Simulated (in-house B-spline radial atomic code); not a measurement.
## Ionising F⁴⁺ with different functionals

Computed with a B-spline radial code for spherical atoms: non-relativistic Hamiltonian, point nucleus, spin-polarised at highest spin, spherical fractional occupations for the functionals, and exact exchange of hybrids averaged over the configuration. The ionisation energy is the difference of two self-consistent energies, [He] 2s2 2p1 → [He] 2s2, without Breit or QED terms; ε is the level of the shell that loses the electron (its least bound occupied spin orbital).

```tsv
method	rung	ΔSCF (eV)	-ε(2p) (eV)
PBE0	global hybrid	114.60	104.55
B3LYP	global hybrid	114.93	104.13
TPSSh	global hybrid	114.32	102.38
M06-2X	global hybrid	115.23	108.66
BHandHLYP	global hybrid	?	?
r2SCAN0	global hybrid	114.22	104.62
B97-1	global hybrid	114.49	103.91
HSE06	range-separated hybrid	114.64	104.18
wB97X	range-separated hybrid	114.25	106.77
CAM-B3LYP	range-separated hybrid	?	?
LC-wPBE	range-separated hybrid	114.69	106.81
```

**Question.** What does CAM-B3LYP give?

**Answer.** ΔSCF 114.86 eV, and -ε(2p) = 106.14 eV.

**Question.** What does BHandHLYP give?

**Answer.** ΔSCF 114.91 eV, and -ε(2p) = 108.36 eV.

**Question.** Among the functionals, which spreads more, the ΔSCF values or the orbital energies?

**Answer.** The orbital energies: ΔSCF values span about 1.01 eV and the orbital energies 6.28 eV; here energy differences depend much less on the functional than eigenvalues do.

**Question.** How do they compare with the NIST value?

**Answer.** NIST lists 114.25 eV ± 0.006 (semi-empirical, ground level to ground level). Errors run from -0.02 to +0.99 eV; wB97X is closest (+0.00 eV), but part of that can be cancellation, since the calculations leave out relativity, Breit-QED terms, multiplet and fine-structure energies.
